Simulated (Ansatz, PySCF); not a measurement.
Bond stretch in B(Br)3, SMILES BrB(Br)Br. The B1–Br4 bond (B1 also carries Br, Br; Br4 carries nothing else) is stretched with both fragments frozen at the PBE0/def2-TZVP optimised geometry.

Methods: UKS-PBE0 = unrestricted PBE0/cc-pVDZ (Ansatz, an electronic-structure program); RKS-PBE0 = restricted PBE0/cc-pVDZ in Ansatz; UKS-PBE = unrestricted PBE/cc-pVDZ in Ansatz; RKS-PBE = restricted PBE/cc-pVDZ (Ansatz); UKS-B3LYP/6-31G* = unrestricted B3LYP/6-31G*, spherical d (PySCF); RKS-B3LYP/6-31G* = PySCF with restricted B3LYP/6-31G*, spherical d; UKS-B3LYP/3-21G = unrestricted B3LYP/3-21G (PySCF); RKS-B3LYP/3-21G = restricted B3LYP/3-21G in PySCF.

Scanned distances (Å): 1.56, 1.65, 1.76, 1.86, 1.90, 1.96, 2.01, 2.13, 2.27, 2.53, 2.77, 3.09, 3.50, 3.97, 4.64, 5.55.

Q: Where does the unrestricted solution first break spin symmetry (<S²> of 0.01 or more)?

A: UKS-PBE0: between 2.77 and 3.09 Å; UKS-PBE: between 3.09 and 3.50 Å; UKS-B3LYP/6-31G*: between 2.77 and 3.09 Å; UKS-B3LYP/3-21G: between 3.09 and 3.50 Å.

| R / Å | <S²> UKS-PBE0 | E(RKS-PBE0) − E(UKS-PBE0) / kJ/mol | <S²> UKS-PBE | E(RKS-PBE) − E(UKS-PBE) / kJ/mol | <S²> UKS-B3LYP/6-31G* | E(RKS-B3LYP/6-31G*) − E(UKS-B3LYP/6-31G*) / kJ/mol | <S²> UKS-B3LYP/3-21G | E(RKS-B3LYP/3-21G) − E(UKS-B3LYP/3-21G) / kJ/mol |
|---|---|---|---|---|---|---|---|---|
| 1.56 | 0.00 | 0.0 | 0.00 | 0.0 | 0.00 | 0.0 | 0.00 | 0.0 |
| 1.65 | 0.00 | 0.0 | 0.00 | 0.0 | 0.00 | 0.0 | 0.00 | 0.0 |
| 1.76 | 0.00 | 0.0 | 0.00 | 0.0 | 0.00 | 0.0 | 0.00 | 0.0 |
| 1.86 | 0.00 | 0.0 | 0.00 | 0.0 | 0.00 | 0.0 | 0.00 | 0.0 |
| 1.90 | 0.00 | 0.0 | 0.00 | 0.0 | 0.00 | 0.0 | 0.00 | 0.0 |
| 1.96 | 0.00 | 0.0 | 0.00 | 0.0 | 0.00 | 0.0 | 0.00 | 0.0 |
| 2.01 | 0.00 | 0.0 | 0.00 | 0.0 | 0.00 | 0.0 | 0.00 | 0.0 |
| 2.13 | 0.00 | 0.0 | 0.00 | 0.0 | 0.00 | 0.0 | 0.00 | 0.0 |
| 2.27 | 0.00 | 0.0 | 0.00 | 0.0 | 0.00 | 0.0 | 0.00 | 0.0 |
| 2.53 | 0.00 | 0.0 | 0.00 | 0.0 | 0.00 | 0.0 | 0.00 | 0.0 |
| 2.77 | 0.00 | 0.0 | 0.00 | 0.0 | 0.00 | 0.0 | 0.00 | 0.0 |
| 3.09 | 0.14 | 0.9 | 0.00 | 0.0 | 0.01 | 0.0 | 0.00 | 0.0 |
| 3.50 | 0.58 | 22.9 | 0.27 | 2.4 | 0.49 | 14.5 | 0.52 | 15.0 |
| 3.97 | 0.79 | 54.7 | 0.60 | 17.8 | 0.72 | 40.2 | 0.76 | 43.8 |
| 4.64 | 0.92 | 89.0 | 0.75 | 36.4 | 0.85 | 68.0 | 0.89 | 76.2 |
| 5.55 | 0.98 | 114.9 | 0.82 | 49.0 | 0.91 | 88.2 | 0.96 | 98.9 |
